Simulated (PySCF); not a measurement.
SMILES OB(O)CC[SiH3] (C2H9BO2Si), GFN2-xTB optimised geometry.

```
15

O      2.26    -1.80    -1.13
B      1.76    -1.28     0.01
O      1.75    -2.07     1.11
C      1.18     0.22     0.00
C     -0.36     0.22     0.00
Si    -1.09     1.97     0.00
H      2.56    -2.70    -1.05
H      1.39    -1.69     1.91
H      1.53     0.77     0.87
H      1.53     0.75    -0.88
H     -0.72    -0.34     0.87
H     -0.71    -0.33    -0.88
H     -0.63     2.70    -1.18
H     -0.66     2.68     1.21
H     -2.56     1.88    -0.01
```

Density from PySCF with PBE0/def2-TZVP at that geometry.

Minimum of the electron density along straight lines between bonded atoms, close to the bond critical point (lines longer than 1.1 times the sum of covalent radii, or with two minima, are not listed):

```json
[
 {"bond": "O1–B2", "length / Å": "1.347", "ρ at the minimum / e bohr⁻³": "0.217", "∇²ρ there / e bohr⁻⁵": "1.01", "position (fraction from the first atom)": "0.67"},
 {"bond": "B2–O3", "length / Å": "1.364", "ρ at the minimum / e bohr⁻³": "0.207", "∇²ρ there / e bohr⁻⁵": "0.95", "position (fraction from the first atom)": "0.33"},
 {"bond": "B2–C4", "length / Å": "1.602", "ρ at the minimum / e bohr⁻³": "0.183", "∇²ρ there / e bohr⁻⁵": "-0.38", "position (fraction from the first atom)": "0.33"},
 {"bond": "C4–C5", "length / Å": "1.539", "ρ at the minimum / e bohr⁻³": "?", "∇²ρ there / e bohr⁻⁵": "?", "position (fraction from the first atom)": "0.50"},
 {"bond": "C5–Si6", "length / Å": "1.900", "ρ at the minimum / e bohr⁻³": "0.118", "∇²ρ there / e bohr⁻⁵": "?", "position (fraction from the first atom)": "0.61"},
 {"bond": "O1–H7", "length / Å": "0.959", "ρ at the minimum / e bohr⁻³": "0.362", "∇²ρ there / e bohr⁻⁵": "-2.50", "position (fraction from the first atom)": "0.81"},
 {"bond": "O3–H8", "length / Å": "0.955", "ρ at the minimum / e bohr⁻³": "0.365", "∇²ρ there / e bohr⁻⁵": "-2.53", "position (fraction from the first atom)": "0.81"},
 {"bond": "C4–H9", "length / Å": "1.094", "ρ at the minimum / e bohr⁻³": "0.273", "∇²ρ there / e bohr⁻⁵": "-0.91", "position (fraction from the first atom)": "0.63"},
 {"bond": "C4–H10", "length / Å": "1.090", "ρ at the minimum / e bohr⁻³": "0.277", "∇²ρ there / e bohr⁻⁵": "-0.94", "position (fraction from the first atom)": "0.64"},
 {"bond": "C5–H11", "length / Å": "1.093", "ρ at the minimum / e bohr⁻³": "0.273", "∇²ρ there / e bohr⁻⁵": "-0.91", "position (fraction from the first atom)": "0.64"},
 {"bond": "C5–H12", "length / Å": "1.091", "ρ at the minimum / e bohr⁻³": "0.275", "∇²ρ there / e bohr⁻⁵": "-0.92", "position (fraction from the first atom)": "0.64"},
 {"bond": "Si6–H13", "length / Å": "1.464", "ρ at the minimum / e bohr⁻³": "0.124", "∇²ρ there / e bohr⁻⁵": "0.19", "position (fraction from the first atom)": "0.49"},
 {"bond": "Si6–H14", "length / Å": "1.467", "ρ at the minimum / e bohr⁻³": "0.123", "∇²ρ there / e bohr⁻⁵": "0.19", "position (fraction from the first atom)": "0.49"},
 {"bond": "Si6–H15", "length / Å": "1.466", "ρ at the minimum / e bohr⁻³": "0.123", "∇²ρ there / e bohr⁻⁵": "0.20", "position (fraction from the first atom)": "0.49"}
]
```

Question: Complete the blanks.

Answer: 
- C4–C5, ρ at the minimum / e bohr⁻³: 0.232
- C4–C5, ∇²ρ there / e bohr⁻⁵: -0.53
- C5–Si6, ∇²ρ there / e bohr⁻⁵: 0.15
